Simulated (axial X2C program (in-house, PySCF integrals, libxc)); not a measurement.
# As₂⁻: from Re and ωe to a spectrum

A bond curve at the PBE0 level, 2c, was computed with an axial X2C code built on PySCF integrals (basis As dyall-acv3z [10s10p7d5f1g] (cores contracted in-house)) for the state Ω = 1/2 (⟨Sz⟩ = -0.50, ⟨Lz⟩ = 1.00 at PBE0). Its fit gives Re = 2.1791 Å, ωe = 386.4 cm⁻¹, ωexe = 0.778 cm⁻¹ and αe = 2.794e-04 cm⁻¹; the masses are 74.9216 and 74.9216 u. Two-component means X2C with spin–orbit coupling and atomic mean-field Coulomb and Gaunt terms.

Find the reduced mass, Be and the force constant.

From the PBE0 values: μ = 37.4608 u. Be = 16.8576/(μ Re²) = 0.09477 cm⁻¹. k = 5.8918×10⁻⁷ μ ωe² = 3.3 mdyn/Å.

Where do the fundamental and the first overtone lie?

ν(1←0) = ωe − 2ωexe = 384.8 cm⁻¹; ν(2←0) = 2ωe − 6ωexe = 768.1 cm⁻¹.

A Morse curve ties αe to the other constants (Pekeris). How well does that hold?

αe(Morse) = 6Be²/ωe × (√(ωexe/Be) − 1) = 2.601e-04 cm⁻¹; the PBE0 curve gives 2.794e-04 cm⁻¹, a ratio of 0.93.

Estimate the centrifugal constant by the Kratzer relation.

D = 4Be³/ωe² = 2.28e-08 cm⁻¹.

Occupations by symmetry block were frozen at the best pattern of an incomplete PBE0 search. Density functionals use the spin component along the axis (collinear). Without a current term, density functionals place determinants with orbital angular momentum somewhat too high. The highest occupied level of some functionals is positive through self-interaction error; at Hartree–Fock it is bound.
